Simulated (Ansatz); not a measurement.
Start from `O/C=[CH]\[AlH2]` and change one atom or group to get `O/C=C\I`.

Ansatz, PBE0-D4/def2-TZVP geometries, multiplicity 1. Each molecule was computed in one conformer, which needn't be the lowest.

Elements past krypton have def2 core potentials.

```json
{"property": "HOMO energy (ωB97M-V/def2-TZVPP) / eV", "`O/C=[CH]\\[AlH2]`": "-9.27"}
{"property": "HOMO–LUMO gap (ωB97M-V/def2-TZVPP) / eV", "`O/C=[CH]\\[AlH2]`": "9.26"}
{"property": "size of the dipole moment (PBE/def2-TZVPP) / D", "`O/C=[CH]\\[AlH2]`": "0.33"}
{"property": "zero-point energy (PBE0-D4/def2-TZVP) / kJ/mol", "`O/C=[CH]\\[AlH2]`": "160.3"}
{"property": "size of the dipole moment (B3LYP/def2-TZVPP) / D", "`O/C=[CH]\\[AlH2]`": "0.40"}
{"property": "HOMO energy (B3LYP/def2-TZVPP) / eV", "`O/C=[CH]\\[AlH2]`": "-6.85"}
```

Give the same properties after the change, and the shifts. (An estimate is asked.)

Computed: 
```csv
property,`O/C=C\I`,shift
HOMO energy (ωB97M-V/def2-TZVPP) / eV,-8.81,0.46
HOMO–LUMO gap (ωB97M-V/def2-TZVPP) / eV,10.11,0.85
size of the dipole moment (PBE/def2-TZVPP) / D,0.52,0.19
zero-point energy (PBE0-D4/def2-TZVP) / kJ/mol,124.5,-35.8
size of the dipole moment (B3LYP/def2-TZVPP) / D,0.60,0.20
HOMO energy (B3LYP/def2-TZVPP) / eV,-6.47,0.38
```

With PBE0 the HOMO rises by 0.39 eV and the LUMO rises by 1.00 eV, so the gap widens by about 0.61 eV. PBE moves the HOMO by 0.40 eV and ωB97M-V by 0.46 eV. The zero-point energy changes by -35.8 kJ/mol with -6 modes. Dipoles are sizes alone; their direction can turn.

B3LYP here is the variant with VWN-RPA as its local correlation; programs differ in this.

Spin–orbit coupling is left out; it splits and shifts lone-pair levels of the heavy atoms by tenths of an eV.
